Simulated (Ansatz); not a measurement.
One change: `[OH][SnH2][Br]` becomes `[NH2][SnH2][OH]`.

Ansatz, PBE0-D4/def2-TZVP geometries, multiplicity 1. Each molecule was computed in one conformer, which needn't be the lowest.

Elements past krypton have def2 core potentials. Scalar relativity is left out up to krypton.

```tsv
property	`[OH][SnH2][Br]`
size of the dipole moment (B3LYP/def2-TZVPP) / D	1.71
HOMO–LUMO gap (B3LYP/def2-TZVPP) / eV	6.67
LUMO energy (PBE/def2-TZVPP) / eV	-1.99
ideal-gas entropy at 298 K and 1 bar (rigid rotor, harmonic PBE0-D4/def2-TZVP) / J/(mol·K)	333
size of the dipole moment (ωB97M-V/def2-TZVPP) / D	1.77
HOMO energy (PBE/def2-TZVPP) / eV	-7.03
```

(1) Give the same properties after the change, and the shifts. (Estimate.)

## Answers

(1) Computed: 
```tsv
property	`[NH2][SnH2][OH]`	shift
size of the dipole moment (B3LYP/def2-TZVPP) / D	2.66	0.95
HOMO–LUMO gap (B3LYP/def2-TZVPP) / eV	6.71	0.04
LUMO energy (PBE/def2-TZVPP) / eV	-0.94	1.05
ideal-gas entropy at 298 K and 1 bar (rigid rotor, harmonic PBE0-D4/def2-TZVP) / J/(mol·K)	334	1
size of the dipole moment (ωB97M-V/def2-TZVPP) / D	2.73	0.96
HOMO energy (PBE/def2-TZVPP) / eV	-5.94	1.09
```

The zero-point energy changes by 62.7 kJ/mol with +6 modes. Dipoles are sizes alone; their direction can turn. Modes under 60 cm⁻¹, often nearly free rotors, make the harmonic entropy too high.

B3LYP here is the variant with VWN-RPA as its local correlation; programs differ in this.

Spin–orbit coupling is left out; it splits and shifts lone-pair levels of the heavy atoms by tenths of an eV.
